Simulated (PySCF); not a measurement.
## B⁺: excitation energy

B⁺ [He] 2s2 (1S) → B⁺ [He] 2p2 (3P), as a difference of total energies. Calculation: PySCF 2.14, in aug-cc-pVTZ with one added diffuse shell each of s, p, d, f type (6s5p4d3f, 62 functions); no relativity, point nucleus. Correlated levels: valence: 1s2 frozen. The calculations carry no spin-orbit coupling.

```json
{"method": "UHF", "excitation energy (eV)": "10.967"}
{"method": "MP2 (valence)", "excitation energy (eV)": "11.765"}
{"method": "SCS-MP2 (valence)", "excitation energy (eV)": "12.082"}
{"method": "CCSD (valence)", "excitation energy (eV)": "12.348"}
```

Question: How much does correlation contribute at MP2 (valence)?

Answer: 11.765 − (10.967) = 0.798 eV, measured against UHF.

Errors of the correlated levels include the incompleteness of this basis and the frozen core.

With two correlated electrons CCSD is exact in that space.

For comparison: 12.265 eV (measured; NIST levels, between the centres of gravity of the two terms).
